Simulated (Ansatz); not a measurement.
Species: sum formula SiH2Cl (charge +1, singlet). 
Structure (B3LYP-D3(BJ)/def2-TZVP (Ansatz, a quantum-chemistry and plane-wave program) minimum search):
```xyz
4

Si    -0.9627     0.0164    -0.0597
Cl     0.9876    -0.0168     0.0612
H     -1.6346     1.3189    -0.0864
H     -1.6766    -1.2626    -0.1189
```
Charge +1, spin multiplicity 1.

Question: Give the harmonic wavenumbers at B3LYP-D3(BJ)/def2-TZVP (Ansatz, finite differences of forces, unscaled).

Answer: 623, 664, 695, 943, 2292, 2357 cm⁻¹. Zero-point energy 10.8 kcal/mol.

Question: From these and the geometry, give the ideal-gas thermochemistry at 298.15 K and 1 atm (rigid rotor, harmonic oscillator).

Answer: Point group C2v, rotational symmetry number 2. Rotational constants 150.4, 7.648, 7.278 GHz. S(trans) 38.46, S(rot) 19.80, S(vib) 1.19, S(elec, spin only) 0.00, S 59.5 cal/(mol K). H(298) - H(0) 2.64 kcal/mol; G - E(el) -4.3 kcal/mol.
